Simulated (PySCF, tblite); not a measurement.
Isomers of C6H6Cl2, one GFN2-xTB conformer each. Single-point energies are computed at PBE0/pcSseg-1 (PySCF, gas phase, no added dispersion term), electronic only.

```json
{"SMILES": "ClC1=C[C@@H]2C[C@@H]2[C@H]1Cl", "GFN2-xTB relative energy (kcal/mol)": "0.0"}
{"SMILES": "Cl[C@@H]1[C@H]2[C@H](Cl)[C@H]3[C@@H]1[C@@H]23", "GFN2-xTB relative energy (kcal/mol)": "21.2"}
```

Question: What does PBE0/pcSseg-1 give for the same structures?

Answer: 
| SMILES | PBE0/pcSseg-1 E (Eh) | PBE0/pcSseg-1 (kcal/mol) | GFN2-xTB (kcal/mol) | point group |
| --- | --- | --- | --- | --- |
| ClC1=C[C@@H]2C[C@@H]2[C@H]1Cl | -1151.95713 | 0.0 | 0.0 | C1 |
| Cl[C@@H]1[C@H]2[C@H](Cl)[C@H]3[C@@H]1[C@@H]23 | -1151.91387 | 27.1 | 21.2 | Cs |

Both levels put the same isomer lowest. As drawn, the lower has a C=C bond outside aromatic rings, which the higher lacks; the higher has a four-membered ring, which the lower lacks.

Question: Which frontier levels, dipoles and rotational constants go with these structures?

Answer: 
```csv
SMILES,"HOMO (eV, PBE0/pcSseg-1)",LUMO (eV),dipole (D),"A, B, C (MHz)"
ClC1=C[C@@H]2C[C@@H]2[C@H]1Cl,-7.10,-0.68,3.18,"1834, 1381, 884.4"
Cl[C@@H]1[C@H]2[C@H](Cl)[C@H]3[C@@H]1[C@@H]23,-7.91,0.40,1.56,"4246, 819.7, 755.1"
```

Question: What happens when harmonic zero-point energies from GFN2-xTB frequencies are added?

Answer: 
| SMILES | ZPE (kcal/mol) | electronic (kcal/mol) | with ZPE (kcal/mol) |
| --- | --- | --- | --- |
| ClC1=C[C@@H]2C[C@@H]2[C@H]1Cl | 63.6 | 0.0 | 0.0 |
| Cl[C@@H]1[C@H]2[C@H](Cl)[C@H]3[C@@H]1[C@@H]23 | 64.0 | 27.1 | 27.5 |

The zero-point energies span 0.4 kcal/mol. The order is unchanged.
